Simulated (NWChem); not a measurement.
HfHCl₃; SMILES [Cl][HfH]([Cl])[Cl]

```xyz
5

Hf     0.0000     0.0000    -0.1586
Cl     2.1712     0.6168     0.4164
Cl    -1.6198     1.5719     0.4164
Cl    -0.5514    -2.1887     0.4164
H      0.0000     0.0000    -1.9786
```
Atoms are numbered in this order, from 1.

Coordinates come from a PBE0/def2-SVP optimisation. No frequency run checked for a minimum. def2 effective core potentials on Hf; no spin-orbit coupling.

List the 4 lowest vertical singlet excitations from PBE/def2-SVPD with def2 effective core potentials on Hf, TDA (NWChem).


| state | energy (eV) | oscillator strength | leading excitation (squared amplitude) |
|---|---|---|---|
| S1 | 4.85 | 0.002 | HOMO → LUMO+1 (0.98) |
| S2 | 4.85 | 0.002 | HOMO → LUMO (0.98) |
| S3 | 5.25 | 0.003 | HOMO−1 → LUMO (0.94) |
| S4 | 5.25 | 0.003 | HOMO−1 → LUMO+1 (0.94) |
